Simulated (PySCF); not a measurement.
One of the candidates below gave these computed data.

All candidates are CH11NO2Si3.

| technique | computed result |
| --- | --- |
| Triplet | lowest triplet excitation (Tamm–Dancoff): 5.50 eV [TDA CAM-B3LYP/def2-SVPD] |
| Polarisability | 100.0 au [CAM-B3LYP/def2-SVPD] |
| 1H NMR | chemical shifts (computed TMS as zero) by class: 5.22 (3 H), 5.13 (2 H), 5.02 (2 H), 2.54 (2 H), 0.44 (2 H) ppm [GIAO PBE0/pcSseg-1] |
| Rotational structure | rotational constants A, B, C: 1.825, 0.974, 0.775 GHz [GFN2-xTB] |
| 13C NMR | chemical shifts (computed TMS as zero) by class: 35.0 (1 C) ppm [GIAO PBE0/pcSseg-1] |
| UV, first state | lowest singlet excitation: 5.80 eV (214 nm, f = 0.020) [TDDFT CAM-B3LYP/def2-SVPD] |

The electronic properties come from PySCF, for the isolated species, density fitting. Levels stand in brackets. The structure is a single GFN2-xTB conformer in the gas phase; no vibrational or solvent corrections. NMR classes are plain means over equivalent atoms (diastereotopic ones count apart unless rotation or inversion swaps them), as if these changed places fast.

Question: Which candidate is it?
A. `NC[SiH2]O[SiH2]O[SiH3]`
B. `CN[SiH2]O[SiH2]O[SiH3]`
C. `CN[SiH2][Si](O)(O)[SiH3]`

Answer: A. It is `NC[SiH2]O[SiH2]O[SiH3]`. Numbering: `[NH2:1][CH2:2][SiH2:3][O:4][SiH2:5][O:6][SiH3:7]`. Its formula, CH11NO2Si3, gives 0 degrees of unsaturation, so no ring and no π bond. The one carbon: sp3 carbon bound to nitrogen [C2] (35.0 ppm). Hydrogen classes from least to most shielded: 3 H on an oxygen-bound silicon, Si7 (5.22 ppm), 2 H on an oxygen-bound silicon, Si3 (5.13 ppm), 2 H on an oxygen-bound silicon, Si5 (5.02 ppm), 2 H on an sp3 carbon bound to nitrogen, C2 (2.54 ppm), 2 H on a primary amine nitrogen, N1 (0.44 ppm). The optimised geometry has point group C1 and is an asymmetric top.

The others, at the same levels:
- `CN[SiH2]O[SiH2]O[SiH3]` fails: its computed 13C shifts are 30.4 (1 C) ppm, 1H shifts are 5.27 (2 H), 5.24 (3 H), 5.05 (2 H), 2.96 (3 H), -0.07 (1 H) ppm and lowest singlet excitation is 6.13 eV (202 nm, f = 0.005) (against 5.80 eV).
- `CN[SiH2][Si](O)(O)[SiH3]` fails: its computed 1H shifts are 4.76 (2 H), 3.22 (3 H), 2.76 (3 H), 1.07 (2 H), -0.61 (1 H) ppm, lowest singlet excitation is 5.20 eV (238 nm, f = 0.018) (against 5.80 eV) and lowest triplet excitation (Tamm–Dancoff) is 4.72 eV (against 5.50 eV).

Each candidate is one conformer, not necessarily the lowest. The conformers computed, where there is a choice (atom-mapped SMILES and torsion angles):
- `[CH3:1][NH:2][SiH2:3][O:4][SiH2:5][O:6][SiH3:7]`: C1–N2–Si3–O4 48°, N2–Si3–O4–Si5 -55°, Si3–O4–Si5–O6 -22°, O4–Si5–O6–Si7 -11°
- `[CH3:1][NH:2][SiH2:3][Si:4]([OH:5])([OH:6])[SiH3:7]`: C1–N2–Si3–Si4 176°, N2–Si3–Si4–O5 124°, H–O5–Si4–Si3 132°, H–O6–Si4–Si3 65°

The conformers of `NC[SiH2]O[SiH2]O[SiH3]` aren't listed.
